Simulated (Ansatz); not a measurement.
Ansatz (a quantum-chemistry and plane-wave program) input (B3LYP-D3(BJ)/def2-TZVP):

Ansatz 0.2 input:
```yaml
crystal:
  periodic: [false, false, false]
  atoms:
    - {symbol: Ga, position_ang: [0.71363573, 0.19726166, 0.77644303]}
    - {symbol: O, position_ang: [1.16102889, 0.18884080, -1.06399423]}
    - {symbol: H, position_ang: [1.22653029, 0.15235044, -2.01928594]}
    - {symbol: O, position_ang: [-1.10561243, -0.21572821, 1.10785955]}
    - {symbol: H, position_ang: [-2.03968627, -0.42982672, 1.10408333]}
basis:
  gaussian:
    orbitals: def2-TZVP
hamiltonian:
  xc: b3lyp
  dispersion: d3bj
total_charge: -1
relax: {f_tol: 0.002, max_steps: 150}
```

Output:

```
Functional definition: B3LYP
integrals: 0.04 GiB planned
793 factors; their error is unknown
mean field: 0.39 GiB planned
mean field evaluation 1: about -56507.2383 eV, gradient 4.0e1 eV
mean field evaluation 2: about -56500.2968 eV, gradient 7.7e1 eV
mean field evaluation 4: about -56509.4684 eV, gradient 1.7e0 eV
mean field evaluation 8: about -56509.6254 eV, gradient 1.8e-2 eV
mean field -56509.62536523 eV, -2076.6904285722 hartree, gradient 3.2e-5 eV, S^2 0.000000; 0 other end points of the search recorded, 0 dependent functions left out
the calculation of the forces begins
reference -56509.62559853 eV, -2076.6904371461 hartree; 25, 25 occupied and 97, 97 virtual orbitals, 793 factors
relax step   1: F+E_penalty+E_count = -56509.72843333 eV  Δ(F+E_penalty+E_count) = +0.000e0 eV  max|allowed force component| = 3.887e-1 eV/Å  Δτ_max = 0.0000 Å  (26 SCF iters, accepted)
these checks for a lower state are left out or cut short: starts, cluster_reference, orbital_swaps, neighbouring_geometries, increment
integrals: 0.04 GiB planned
793 factors; their error is unknown
mean field: 0.39 GiB planned
mean field evaluation 16: about -56509.5564 eV, gradient 1.7e-1 eV
mean field -56509.71236102 eV, -2076.6936256087 hartree, gradient 1.4e-5 eV, S^2 0.000000; 0 other end points of the search recorded, 0 dependent functions left out
the calculation of the forces begins
reference -56509.71258940 eV, -2076.6936340015 hartree; 25, 25 occupied and 97, 97 virtual orbitals, 793 factors
relax step   2: F+E_penalty+E_count = -56509.81670135 eV  Δ(F+E_penalty+E_count) = -8.827e-2 eV  max|allowed force component| = 5.633e-1 eV/Å  Δτ_max = 0.1672 Å  (30 SCF iters, accepted)
these checks for a lower state are left out or cut short: starts, cluster_reference, orbital_swaps, neighbouring_geometries, increment
integrals: 0.04 GiB planned
793 factors; their error is unknown
mean field: 0.39 GiB planned
mean field -56509.79358331 eV, -2076.6966104729 hartree, gradient 8.4e-6 eV, S^2 0.000000; 0 other end points of the search recorded, 0 dependent functions left out
the calculation of the forces begins
reference -56509.79380899 eV, -2076.6966187664 hartree; 25, 25 occupied and 97, 97 virtual orbitals, 793 factors
relax step   3: F+E_penalty+E_count = -56509.89922224 eV  Δ(F+E_penalty+E_count) = -8.252e-2 eV  max|allowed force component| = 1.475e0 eV/Å  Δτ_max = 0.1945 Å  (36 SCF iters, accepted)
these checks for a lower state are left out or cut short: starts, cluster_reference, orbital_swaps, neighbouring_geometries, increment
integrals: 0.04 GiB planned
793 factors; their error is unknown
mean field: 0.38 GiB planned
mean field evaluation 32: about -56509.8756 eV, gradient 1.0e-2 eV
mean field -56510.02907280 eV, -2076.7052645521 hartree, gradient 1.3e-5 eV, S^2 0.000000; 0 other end points of the search recorded, 0 dependent functions left out
the calculation of the forces begins
reference -56510.02929324 eV, -2076.7052726531 hartree; 25, 25 occupied and 97, 97 virtual orbitals, 793 factors
relax step   4: F+E_penalty+E_count = -56510.13375260 eV  Δ(F+E_penalty+E_count) = -2.345e-1 eV  max|allowed force component| = 1.414e0 eV/Å  Δτ_max = 0.1963 Å  (35 SCF iters, accepted)
these checks for a lower state are left out or cut short: starts, cluster_reference, orbital_swaps, neighbouring_geometries, increment
integrals: 0.04 GiB planned
793 factors; their error is unknown
mean field: 0.39 GiB planned
mean field -56510.13112311 eV, -2076.7090148315 hartree, gradient 1.1e-5 eV, S^2 0.000000; 0 other end points of the search recorded, 0 dependent functions left out
the calculation of the forces begins
reference -56510.13134652 eV, -2076.7090230417 hartree; 25, 25 occupied and 97, 97 virtual orbitals, 793 factors
relax step   5: F+E_penalty+E_count = -56510.23699684 eV  Δ(F+E_penalty+E_count) = -1.032e-1 eV  max|allowed force component| = 3.101e-1 eV/Å  Δτ_max = 0.0600 Å  (31 SCF iters, accepted)
these checks for a lower state are left out or cut short: starts, cluster_reference, orbital_swaps, neighbouring_geometries, increment
integrals: 0.04 GiB planned
793 factors; their error is unknown
mean field: 0.39 GiB planned
mean field -56510.18313239 eV, -2076.7109261375 hartree, gradient 1.3e-5 eV, S^2 0.000000; 0 other end points of the search recorded, 0 dependent functions left out
the calculation of the forces begins
reference -56510.18335354 eV, -2076.7109342646 hartree; 25, 25 occupied and 97, 97 virtual orbitals, 793 factors
relax step   6: F+E_penalty+E_count = -56510.29125166 eV  Δ(F+E_penalty+E_count) = -5.425e-2 eV  max|allowed force component| = 1.312e0 eV/Å  Δτ_max = 0.1986 Å  (37 SCF iters, accepted)
these checks for a lower state are left out or cut short: starts, cluster_reference, orbital_swaps, neighbouring_geometries, increment
integrals: 0.04 GiB planned
793 factors; their error is unknown
mean field: 0.39 GiB planned
mean field -56510.31320317 eV, -2076.7157061504 hartree, gradient 1.5e-5 eV, S^2 0.000000; 0 other end points of the search recorded, 0 dependent functions left out
the calculation of the forces begins
reference -56510.31341982 eV, -2076.7157141123 hartree; 25, 25 occupied and 97, 97 virtual orbitals, 793 factors
relax step   7: F+E_penalty+E_count = -56510.42439922 eV  Δ(F+E_penalty+E_count) = -1.331e-1 eV  max|allowed force component| = 6.820e-1 eV/Å  Δτ_max = 0.1514 Å  (31 SCF iters, accepted)
these checks for a lower state are left out or cut short: starts, cluster_reference, orbital_swaps, neighbouring_geometries, increment
integrals: 0.04 GiB planned
793 factors; their error is unknown
mean field: 0.39 GiB planned
mean field evaluation 64: about -56510.3859 eV, gradient 3.3e-3 eV
mean field -56510.38593708 eV, -2076.7183790722 hartree, gradient 1.4e-5 eV, S^2 0.000000; 0 other end points of the search recorded, 0 dependent functions left out
the calculation of the forces begins
reference -56510.38614330 eV, -2076.7183866508 hartree; 25, 25 occupied and 97, 97 virtual orbitals, 793 factors
relax step   8: F+E_penalty+E_count = -56510.50093116 eV  Δ(F+E_penalty+E_count) = -7.653e-2 eV  max|allowed force component| = 2.325e-1 eV/Å  Δτ_max = 0.1950 Å  (31 SCF iters, accepted)
these checks for a lower state are left out or cut short: starts, cluster_reference, orbital_swaps, neighbouring_geometries, increment
integrals: 0.04 GiB planned
793 factors; their error is unknown
mean field: 0.40 GiB planned
mean field -56510.39918885 eV, -2076.7188660660 hartree, gradient 1.6e-5 eV, S^2 0.000000; 0 other end points of the search recorded, 0 dependent functions left out
the calculation of the forces begins
reference -56510.39938972 eV, -2076.7188734478 hartree; 25, 25 occupied and 97, 97 virtual orbitals, 793 factors
relax step   9: F+E_penalty+E_count = -56510.51601704 eV  Δ(F+E_penalty+E_count) = -1.509e-2 eV  max|allowed force component| = 1.998e-1 eV/Å  Δτ_max = 0.1224 Å  (30 SCF iters, accepted)
these checks for a lower state are left out or cut short: starts, cluster_reference, orbital_swaps, neighbouring_geometries, increment
integrals: 0.04 GiB planned
793 factors; their error is unknown
mean field: 0.40 GiB planned
mean field -56510.40055902 eV, -2076.7189164186 hartree, gradient 1.4e-5 eV, S^2 0.000000; 0 other end points of the search recorded, 0 dependent functions left out
the calculation of the forces begins
reference -56510.40075932 eV, -2076.7189237797 hartree; 25, 25 occupied and 97, 97 virtual orbitals, 793 factors
relax step  10: F+E_penalty+E_count = -56510.51750471 eV  Δ(F+E_penalty+E_count) = -1.488e-3 eV  max|allowed force component| = 3.917e-2 eV/Å  Δτ_max = 0.0109 Å  (31 SCF iters, accepted)
these checks for a lower state are left out or cut short: starts, cluster_reference, orbital_swaps, neighbouring_geometries, increment
integrals: 0.04 GiB planned
793 factors; their error is unknown
mean field: 0.40 GiB planned
mean field -56510.40065402 eV, -2076.7189199100 hartree, gradient 1.3e-5 eV, S^2 0.000000; 0 other end points of the search recorded, 0 dependent functions left out
the calculation of the forces begins
reference -56510.40085432 eV, -2076.7189272707 hartree; 25, 25 occupied and 97, 97 virtual orbitals, 793 factors
relax step  11: F+E_penalty+E_count = -56510.51757156 eV  Δ(F+E_penalty+E_count) = -6.685e-5 eV  max|allowed force component| = 1.894e-3 eV/Å  Δτ_max = 0.0022 Å  (32 SCF iters, accepted)
integrals: 0.04 GiB planned
793 factors; their error is unknown
mean field: 0.40 GiB planned
mean field evaluation 96: about -56502.1919 eV, gradient 7.3e1 eV
mean field -56510.40065402 eV, -2076.7189199100 hartree, gradient 1.3e-5 eV, S^2 0.000000; 1 other end points of the search recorded, 0 dependent functions left out
the calculation of the forces begins
reference -56510.40085432 eV, -2076.7189272707 hartree; 25, 25 occupied and 97, 97 virtual orbitals, 793 factors
Total energy: -56510.51777186 eV, -2076.7232239110 hartree
Atom 0 at     0.900589     0.251233     0.982603 Å, force     0.001418     0.000426     0.001894 eV/Å
Atom 1 at     1.112706     0.187141    -0.945314 Å, force    -0.000224    -0.000010     0.000301 eV/Å
Atom 2 at     0.277111    -0.034343    -1.374821 Å, force    -0.001425    -0.000367    -0.000286 eV/Å
Atom 3 at    -0.988080    -0.187341     1.064241 Å, force     0.000794     0.000171    -0.000626 eV/Å
Atom 4 at    -1.346430    -0.323792     0.178397 Å, force    -0.000564    -0.000220    -0.001283 eV/Å
Dipole moment:    -0.194507    -0.058305    -0.214326 e Å
```
